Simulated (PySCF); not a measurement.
Start geometry of `[H][Mo]([H])([H])[H]` [triplet] from GFN2-xTB (Å):
```
atom  x, y, z in Å
Mo1    0.062   -0.077    0.012
H2    -0.008   -0.030    1.666
H3     1.514    0.004   -0.594
H4    -0.696    1.375   -0.549
H5    -0.797   -1.383   -0.598
```

Question: What comes out of this run: PySCF 2.14.0, PBE0-D3(BJ)/def2-SVP geometry optimisation, gas phase, def2 core potentials past Kr?

Answer: 
```
atom  x, y, z in Å
Mo1    0.014   -0.022   -0.012
H2     0.010   -0.049    1.674
H3     1.606   -0.041   -0.568
H4    -0.754    1.378   -0.555
H5    -0.803   -1.375   -0.601
```

The energy falls by 0.144 eV over 6 energy and gradient evaluations, the largest force component goes from 0.0418 to 7.0e-05 Eh/bohr, and the atoms move by 0.065 Å rms after alignment. The bond that changes most is Mo1–H3 (ends: molybdenum bonded to 4 H; hydrogen on molybdenum), which lengthens by 0.111 Å. Bonds longer at the end by more than 0.005 Å: 3 of 4; shorter: 1. Among the angles that change most is H3–Mo1–H4, from 103.6° to 109.5°. The orientation of the end geometry is arbitrary; only internal coordinates are fixed.

The run used 51 basis functions and 36 SCF cycles in all. Hardware: Arm Neoverse N1, one thread, no GPU (shared host). Cost: 22 s wall, 0.24 GiB resident at most.

Not checked by PBE0-D3(BJ)/def2-SVP frequencies. ⟨S²⟩ = 2.029 (exact for a triplet: 2.00).
